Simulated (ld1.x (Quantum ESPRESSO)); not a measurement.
Reading a pseudo-wave (P (Z = 15))

Columns: radius, all-electron u(r) and pseudo u(r) of the 3s shell (level -14.20 eV) of phosphorus in the configuration [Ne] 3s1.75 3p3.25; LDA (PZ), scalar-relativistic, PAW scheme, ld1.x (Quantum ESPRESSO) 7.5.

```
r (bohr)  all-electron  pseudo
   0.103        0.1129  0.0974
   0.205       -0.2018  0.1921
   0.308       -0.3684  0.2845
   0.410       -0.3594  0.3712
   0.513       -0.2406  0.4526
   0.615       -0.0725  0.5261
   0.718        0.1090  0.5921
   0.820        0.2781  0.6489
   0.923        0.4266  0.6972
   1.025        0.5471  0.7359
   1.128        0.6416  0.7659
   1.230        0.7100  0.7868
   1.332        0.7558  0.7995
   1.435        0.7825  0.8044
   1.538        0.7928  0.8019
   1.640        0.7898  0.7925
   1.743        0.7763  0.7766
   1.845        0.7548  0.7548
   1.948        0.7272  0.7272
   2.050        0.6956  0.6956
   2.153        0.6609  0.6609
   2.255        0.6248  0.6248
   2.358        0.5877  0.5877
   2.460        0.5510  0.5510
   2.562        0.5147  0.5147
   2.665        0.4791  0.4791
```

(1) How many radial nodes do the two functions have?

(2) At about which radius was the pseudo-wave matched?

(3) Where does each function peak?

(4) Is the pseudo-wave norm-conserving?

Results:

(1) The all-electron 3s function has n − l − 1 = 2; the pseudo-wave has 0, since the states of the same l below it are removed with the core.

(2) 1.85 bohr. The columns agree to 0.0005 from 1.74 bohr on; several derivatives are matched, so the curves merge somewhat inside the radius.

(3) Outermost all-electron maximum near 1.54 bohr, pseudo maximum near 1.44 bohr (to the table’s step).

(4) No, it belongs to a PAW set: the norm inside the radius is not constrained, and the difference is carried by the augmentation charge.
